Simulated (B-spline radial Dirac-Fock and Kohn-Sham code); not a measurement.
## Atomic SCF run for Ir

ΔSCF core binding energies without Breit or QED terms, calculated with a B-spline atomic structure program. Keys: rel is the Hamiltonian (dirac, or spin-free x2c and nr, where L3 and M5 stand for the whole 2p and 3d shells), method is hf or an exchange,correlation pair (spin-unpolarised, also for the hole states), nuc the nuclear model, radius_factor scales its radius, rmax is the box in bohr, h the logarithmic mesh step, order the B-spline order, points the quadrature points per cell, c_factor scales the speed of light, and damp, ndamp, maxit and tol steer the iteration. The run stops when the commutator error falls below 10·tol·max(1, Z/10), or the numerical noise floor, and the energy has settled to about 1e-8 Ha; the virial ratio is −V/T.

Input (task.json):

```json
{"items": [{"Z": 77, "q": 0, "cfg": [[1, 0, 2], [2, 0, 2], [2, 1, 6], [3, 0, 2], [3, 1, 6], [3, 2, 10], [4, 0, 2], [4, 1, 6], [4, 2, 10], [4, 3, 14], [5, 0, 2], [5, 1, 6], [5, 2, 7], [6, 0, 2]], "A": 193, "rrms": 5.4032, "do": "settings", "holes": ["K", "L3", "M5"],
  "settings": [{"rel": "dirac", "method": "hf", "nuc": "fermi", "radius_factor": 1.0, "rmax": 30.0, "h": 0.3, "order": 6, "points": 10, "c_factor": 1.0, "maxit": 60, "damp": 0.8, "ndamp": 3, "tol": 1e-08}]}]}
```

Command: `python xray2_run.py task.json out`

Ground-state iterations:

```
iter   energy (Ha)        error
   1   -17845.13016845  2.22e+00
   2   -17845.15193296  2.67e-01
   3   -17846.33809952  1.40e-01
   4   -17846.62749703  7.63e-02
   5   -17846.62490380  9.47e-02
   6   -17846.75848003  7.38e-03
   7   -17846.75945342  1.31e-03
   8   -17846.75951913  3.06e-04
   9   -17846.75952194  4.42e-05
  10   -17846.75952204  4.59e-06
  11   -17846.75952204  5.30e-07
```

The ground state converged in 11 iterations, with total energy -17846.75952 Ha, virial ratio 1.87828 and highest orbital energy -8.15 eV. ΔSCF binding energies: K (1s) 76517.1 eV, L3 (2p3/2) 11257.9 eV, M5 (3d5/2) 2054.7 eV.
